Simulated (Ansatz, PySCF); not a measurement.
HgI2, SMILES [I][Hg][I]. Atoms are numbered in the order given.

```xyz
3

Hg     0.0000     0.0000     0.0000
I      0.0000     0.0000    -2.6061
I      0.0000     0.0000     2.6061
```

Geometry optimised at PBE0-D3(BJ)/def2-SVP. The isomer is the one that the SMILES or the coordinates give; other isomers of the formula were not compared. The def2 effective core potentials stand for the cores of Hg, I; spin–orbit coupling is left out.

Two levels are set side by side: PBE-D3(BJ)/def2-SVP (Ansatz, an electronic-structure program) and PBE0-D3(BJ)/def2-SVP (Ansatz). Each level has its own optimised geometry; the coordinates shown are those of the second. Frequencies come from the Hessian of PySCF at each geometry. Differences are taken from unrounded values.

| quantity | PBE0-D3(BJ) |
|---|---|
| mean bond length (Å) | 2.606 |
| bond Hg1–I2 (Å) | 2.606 |
| bond Hg1–I3 (Å) | 2.606 |
| highest harmonic wavenumber (cm⁻¹) | 229 |
| mean harmonic wavenumber (cm⁻¹) | 121 |
| zero-point energy (kcal/mol) | 0.69 |

### Question
What does PBE-D3(BJ) give, and how far is it from PBE0-D3(BJ)? (The exact figures need the calculation; the answer reports its results.)

### Answer

| quantity | PBE-D3(BJ) | PBE-D3(BJ) minus PBE0-D3(BJ) |
|---|---|---|
| mean bond length (Å) | 2.633 | 0.027 |
| bond Hg1–I2 (Å) | 2.633 | 0.027 |
| bond Hg1–I3 (Å) | 2.633 | 0.027 |
| highest harmonic wavenumber (cm⁻¹) | 218 | -11 |
| mean harmonic wavenumber (cm⁻¹) | 115 | -6 |
| zero-point energy (kcal/mol) | 0.66 | -0.04 |

Exact exchange shortens and stiffens bonds; PBE has none. Differences between two approximate levels are no errors against the true value.
